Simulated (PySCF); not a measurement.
Compound: C5H5N3.
Numbering: `[CH:1]#[C:2][CH2:3][n:4]1[cH:5][cH:6][n:7][n:8]1`

Definitions: NICS(0) = −σiso at the ring centroid; NICS(1) = −σiso and NICS(1)zz = −σzz at ±1 Å along the ring normal z. Level: GIAO PBE0/pcSseg-1 (PySCF, non-relativistic, gas phase) on the GFN2-xTB geometry, one conformer.

Ring bond lengths (Å), with Mayer bond orders in brackets: N4–C5 1.352 (1.14), C5–C6 1.375 (1.45), C6–N7 1.346 (1.35), N7–N8 1.278 (1.48), N8–N4 1.327 (1.17).

Q: Give the NICS values of each ring in ppm.

A: 
```
          ring                                                 type  NICS(0)  NICS(1), two faces  NICS(1)zz, two faces  rms pucker (Å)  centre to ring atoms, mean (Å)
N4–C5–C6–N7–N8  5-membered ring with 3 N; formal bonds all aromatic    -13.4       -13.2 / -13.3         -33.9 / -33.8            0.00                            1.14
```

Q: What do they say, and how far can they be read as aromaticity?

A: 
- N4–C5–C6–N7–N8: mean NICS(1)zz -33.8 ppm, shielded, aromatic by this magnetic criterion (flat ring, no four-coordinate atom).

Q: How equal are the bonds by HOMA? HOMA = 1 − mean of α(R − Ropt)² over the ring bonds, with Krygowski's 1993 parameters (CC: Ropt 1.388 Å, α 257.7 Å⁻²; CN: Ropt 1.334 Å, α 93.52 Å⁻²; NN: Ropt 1.309 Å, α 130.33 Å⁻²).

A: 
- N4–C5–C6–N7–N8: HOMA 0.95; the largest term is that of N7–N8, α(R − Ropt)² = 0.13. The geometric and the magnetic index point the same way.

Q: What field does 7.05 T along the ring normal induce along that normal at the second NICS(1) probe listed for ring N4–C5–C6–N7–N8, 1 Å off the ring?

A: NICSzz × B0 = -33.8 ppm × 7.05 T = -238 μT, against the applied field.

Q: List the ring angles and the Hirshfeld charges of the ring atoms.

A: 
- N4–C5–C6–N7–N8: N4 110.0° (+0.044 e), C5 103.9° (-0.027 e), C6 108.0° (-0.042 e), N7 109.2° (-0.143 e), N8 108.8° (-0.080 e); sum 540.0° against 540° for a flat convex ring.

Time: 18 s of wall time (grids of density and orbitals included); peak memory 0.73 GiB. Hardware: one thread, Arm Neoverse V2 (aarch64), no GPU, shared host with 96 logical CPUs at a one-minute load of 26. This is the whole shielding run at PBE0/pcSseg-1, SCF included.

Conformer computed: `[CH:1]#[C:2][CH2:3][n:4]1[cH:5][cH:6][n:7][n:8]1`: C2–C3–N4–C5 -53°.
